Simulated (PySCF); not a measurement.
Problem. Write Cartesian coordinates for InChI=1S/C6H6BF2N/c1-5-2-3-6(7(8)9)10-4-5/h2-4H,1H3 as optimised with PBE0-D3(BJ)/def2-SVP.

Solution. 
```
atom  x, y, z in Å
C1    -2.649   -0.133    0.207
C2    -1.156   -0.055    0.123
C3    -0.411   -0.880   -0.720
C4     0.972   -0.735   -0.768
C5     1.587    0.237    0.030
B6     3.134    0.438    0.001
F7     3.741    1.356    0.719
F8     3.892   -0.330   -0.767
N9     0.874    1.031    0.849
C10   -0.438    0.882    0.889
H11   -2.999   -0.007    1.242
H12   -3.115    0.667   -0.392
H13   -3.025   -1.093   -0.172
H14   -0.913   -1.633   -1.335
H15    1.580   -1.369   -1.419
H16   -0.983    1.543    1.575
```

Orientation and origin are arbitrary. Atoms count from 1 in this order. B6 (three-coordinate boron) is planar (angles 122.5°, 120.2° and 117.2°, sum 360.0°, 0.00 Å off the plane of its three neighbours). Of the pairs four or more bonds apart, F8···H15 is among the closest relative to their van der Waals radii: 2.62 Å, 98 % of the sum of Bondi's values. N9 (pyridine-type nitrogen) is bent (angle 118.6°). The 5 C–C bonds span 1.392 Å (C3–C4, aromatic) to 1.497 Å (C1–C2, drawn single), a spread of 0.105 Å.

Bonds between heavy atoms (Å): C1–C2 1.497, C2–C3 1.395, C3–C4 1.392, C4–C5 1.400, C5–B6 1.560, B6–F7 1.314, B6–F8 1.325, C5–N9 1.345, N9–C10 1.321, C2–C10 1.407.

The calculation used PBE0-D3(BJ)/def2-SVP geometry optimisation, gas phase (PySCF).

No frequency check.

On one thread of an Arm Neoverse V1, on a shared host, this took 2.0 min of wall time and 0.80 GiB of memory at its peak. That covers the optimisation of the geometry.
